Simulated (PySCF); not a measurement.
## Selenium: a sound run and one with changed settings

Sound run: Se⁺ [Ar] 3d10 4s2 4p3, Se²⁺ [Ar] 3d10 4s2 4p2. Calculation: PySCF 2.14, in x2c-TZVPall; the spin-free X2C one-electron Hamiltonian (Gaussian nucleus). The sound run starts from symmetry-adapted Hartree-Fock orbitals and uses a fine grid where one is needed.

Changed run: 14 angular points. This setting is unsound on purpose.

```tsv
species	method	sound run (hartree)	changed run (hartree)	converged
Se⁺	UHF	-2427.75245	-2427.75245	yes
Se⁺	BP86	-2429.76760	-2429.76760	yes
Se⁺	B3LYP	-2429.48921	-2429.48921	yes
Se²⁺	UHF	-2426.98624	-2426.98624	yes
Se²⁺	BP86	-2428.98137	-2428.98211	yes
Se²⁺	B3LYP	-2428.70639	-2428.70684	yes
```

Ionisation energy of Se⁺:

```
method  sound run (eV)  changed run (eV)
   UHF          20.850            20.850
  BP86          21.394            21.374
 B3LYP          21.301            21.289
```

A coarse angular grid integrates products of high-l functions wrongly, so density functionals can shift, and the SCF can exploit the error; Hartree-Fock and MP2 need no grid.

For comparison, NIST gives 21.196 ± 0.01 eV between the lowest levels.
